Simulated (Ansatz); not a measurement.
One change: `C[O][GeH]([F])[SeH]` becomes `C[NH][GeH]([F])[O]C`.

Ansatz, PBE0-D4/def2-TZVP geometries, multiplicity 1. Each molecule was computed in one conformer, which needn't be the lowest.

Scalar relativity is left out up to krypton.

```json
{"property": "LUMO energy (PBE0/def2-TZVPP) / eV", "`C[O][GeH]([F])[SeH]`": "-0.59"}
{"property": "size of the dipole moment (B3LYP/def2-TZVPP) / D", "`C[O][GeH]([F])[SeH]`": "1.11"}
{"property": "size of the dipole moment (ωB97M-V/def2-TZVPP) / D", "`C[O][GeH]([F])[SeH]`": "1.07"}
{"property": "HOMO–LUMO gap (ωB97M-V/def2-TZVPP) / eV", "`C[O][GeH]([F])[SeH]`": "11.07"}
{"property": "LUMO energy (ωB97M-V/def2-TZVPP) / eV", "`C[O][GeH]([F])[SeH]`": "1.36"}
{"property": "HOMO energy (ωB97M-V/def2-TZVPP) / eV", "`C[O][GeH]([F])[SeH]`": "-9.71"}
```

(1) Give the same properties after the change, and the shifts. (Estimate.)

Results:

(1) Ansatz gave: 
| property | `C[NH][GeH]([F])[O]C` | shift |
| --- | --- | --- |
| LUMO energy (PBE0/def2-TZVPP) / eV | 0.80 | 1.39 |
| size of the dipole moment (B3LYP/def2-TZVPP) / D | 1.18 | 0.07 |
| size of the dipole moment (ωB97M-V/def2-TZVPP) / D | 1.15 | 0.08 |
| HOMO–LUMO gap (ωB97M-V/def2-TZVPP) / eV | 11.96 | 0.89 |
| LUMO energy (ωB97M-V/def2-TZVPP) / eV | 2.38 | 1.02 |
| HOMO energy (ωB97M-V/def2-TZVPP) / eV | -9.58 | 0.13 |

With PBE0 the HOMO rises by 0.31 eV and the LUMO rises by 1.39 eV, so the gap widens by about 1.08 eV. PBE moves the HOMO by 0.55 eV and ωB97M-V by 0.13 eV. Dipoles are sizes alone; their direction can turn.

B3LYP here is the variant with VWN-RPA as its local correlation; programs differ in this.

Spin–orbit coupling is left out; it splits and shifts lone-pair levels of the heavy atoms by tenths of an eV.
